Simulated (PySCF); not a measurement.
Coordinates in bohr (charge 0 multiplicity 1):
```
V     0.0193   -0.8073    0.0000
N     2.5089   -2.3065    0.0000
Cl   -0.5102    1.0587   -3.6351
Cl   -0.5102    1.0587    3.6351
```

Method: PBE in PySCF with V def2-TZVP, N def2-TZVP, Cl def2-TZVP; no relativity; density-fitted integrals.

This geometry of VNCl2 is a stationary point at this level.

Question: What is the point group?

Answer: Cs.

Question: Is it a minimum?

Answer: Yes: all harmonic wavenumbers are real.

Question: List the harmonic modes with their infrared intensities.

Answer: 
| symmetry | ω (cm⁻¹) | IR (km/mol) | type |
| --- | --- | --- | --- |
| a' | 75 | 19.0 | bend |
| a' | 171 | 18.0 | bend |
| a'' | 262 | 1.1 | bend |
| a' | 397 | 21.9 | stretch |
| a'' | 502 | 116 | mixed |
| a' | 1143 | 89.8 | stretch |

Question: What are the dipole moment and the gap between the highest occupied and lowest empty levels?

Answer: 2.61 D and 1.83 eV.

Question: What is the atomisation energy, with and without zero-point energy?

Answer: 1477 kJ/mol without, 1462 kJ/mol with.

This need not be the most stable arrangement of these atoms.
